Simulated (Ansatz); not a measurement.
These are frozen-core CCSD(T)/cc-pVTZ // B3LYP-D3(BJ)/def2-TZVP in Ansatz (a quantum-chemistry and plane-wave program) values and carry that method's errors. The restricted HF reference is unstable towards unrestricted orbitals.

Ansatz 0.2 input:
```yaml
crystal:
  periodic: [false, false, false]
  atoms:
    - { symbol: C, position_ang: [2.824846, -0.60589, 0.609381] }
    - { symbol: C, position_ang: [1.950294, 0.172662, 0.328386] }
    - { symbol: C, position_ang: [0.947824, 1.113975, -0.004872] }
    - { symbol: C, position_ang: [-0.367767, 0.838227, -0.09772] }
    - { symbol: C, position_ang: [-0.965288, -0.457453, 0.126857] }
    - { symbol: C, position_ang: [-2.276335, -0.692931, 0.025304] }
    - { symbol: H, position_ang: [3.593226, -1.295667, 0.857628] }
    - { symbol: H, position_ang: [1.287859, 2.125844, -0.195247] }
    - { symbol: H, position_ang: [-1.038999, 1.648403, -0.361871] }
    - { symbol: H, position_ang: [-0.291281, -1.265392, 0.390783] }
    - { symbol: H, position_ang: [-2.97347, 0.094573, -0.236882] }
    - { symbol: H, position_ang: [-2.690905, -1.67635, 0.200431] }
basis:
  gaussian: { orbitals: cc-pVTZ }
correlation:
  method: ccsd_t
```

Output:

```
Functional definition: HF
1510 factors; integrals over basis functions are off by at most 9.3e-4 eV
mean field evaluation 1: about -6273.0659 eV, gradient 3.5e1 eV
mean field evaluation 2: about -6273.5214 eV, gradient 3.4e1 eV
mean field evaluation 4: about -6277.0177 eV, gradient 3.8e0 eV
mean field evaluation 8: about -6277.0669 eV, gradient 2.5e-1 eV
mean field evaluation 16: about -6273.0644 eV, gradient 3.5e1 eV
mean field -6277.06730386 eV, -230.6779686677 hartree, gradient 2.7e-6 eV, S^2 0.000000; 0 other end points of the search recorded, 0 dependent functions left out; unrestricted orbitals would lower it
6 core orbitals not correlated
reference -6277.06730386 eV, -230.6779686677 hartree; 15, 15 occupied and 243, 243 virtual orbitals, 1510 factors
second order -25.58264386 eV of doubles, -0.00000000 eV of singles
cycle   1  -25.59607508 eV  change   -1.3e-2 eV  update   1.2e-1
cycle   2  -26.31611733 eV  change   -7.2e-1 eV  update   4.0e-2
cycle   3  -26.48538956 eV  change   -1.7e-1 eV  update   1.9e-2
cycle   4  -26.48566231 eV  change   -2.7e-4 eV  update   6.1e-3
cycle   5  -26.48778612 eV  change   -2.1e-3 eV  update   2.7e-3
cycle   6  -26.48906617 eV  change   -1.3e-3 eV  update   7.4e-4
cycle   7  -26.48898595 eV  change    8.0e-5 eV  update   4.1e-4
cycle   8  -26.48886585 eV  change    1.2e-4 eV  update   1.6e-4
cycle   9  -26.48887666 eV  change   -1.1e-5 eV  update   7.5e-5
cycle  10  -26.48884499 eV  change    3.2e-5 eV  update   2.3e-5
cycle  11  -26.48883090 eV  change    1.4e-5 eV  update   8.5e-6
perturbative correction -1.38641200 eV, -0.0509497013 hartree
Total energy: -6304.94254676 eV, -231.7023649499 hartree
```

Cost: very roughly 14 core-minutes.
